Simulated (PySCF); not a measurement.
These compounds are isomers of formula C8H13P.

A. `CC(C)P1C=CCC=C1`
B. `C=CC1CP(C2CC2)C1`
C. SMILES CCP1(=C)C=CCC=C1
D. SMILES C1=CP(CC)C=CC1C

Spectrum 1. 13C{1H} NMR (computed): δ 136.9 (CH), 133.0 (CH), 33.6 (CH2), 31.9 (CH), 21.7 (CH3).

Spectrum 2. 13C{1H} NMR (computed): δ 143.2 (CH), 137.3 (CH), 38.7 (CH), 27.4 (CH2), 19.1 (CH3), 12.8 (CH3).

Spectrum 3. 13C{1H} NMR (computed): δ 154.2 (CH), 117.2 (CH2), 46.4 (CH), 29.7 (CH2), 14.9 (CH), 5.9 (CH2).

Spectrum 4. 13C{1H} NMR (computed): δ 148.4 (CH), 133.7 (CH), 35.1 (CH2), 26.0 (CH2), 10.9 (CH3), 8.3 (CH2).

PySCF calculation with coordinates at the GFN2-xTB level and GIAO PBE0/pcSseg-1 shieldings; no solvent, non-relativistic Hamiltonian, single conformer, equivalent nuclei averaged.

Scale: 13C against TMS (reference shieldings calculated alike). Splittings of carbon signals by F and P are missing where no couplings were computed. Shifts are as computed. Against solution values, carbons near 30 ppm lie about +3 ppm off and those near 130 ppm about +5 ppm. Of 1211 compounds with measured shifts, 218 miss one by over three times the rms of a fit or turn the order of signals round; such compounds aren't used in these exercises.

Problem. Match each spectrum to its structure.

Solution. 1–A, 2–D, 3–B, 4–C.

- Spectrum 1 (A): 5 13C signals; δC 136.9 is an alkene CH; δC 133.0 is an alkene CH.
- Spectrum 2 (D): 6 13C signals; δC 143.2 is an alkene CH; δC 137.3 is an alkene CH.
- Spectrum 3 (B): 6 13C signals; δC 154.2 is an alkene CH; δC 117.2 is a terminal =CH2 carbon.
- Spectrum 4 (C): 6 13C signals; δC 148.4 is an alkene CH; δC 133.7 is an alkene CH.
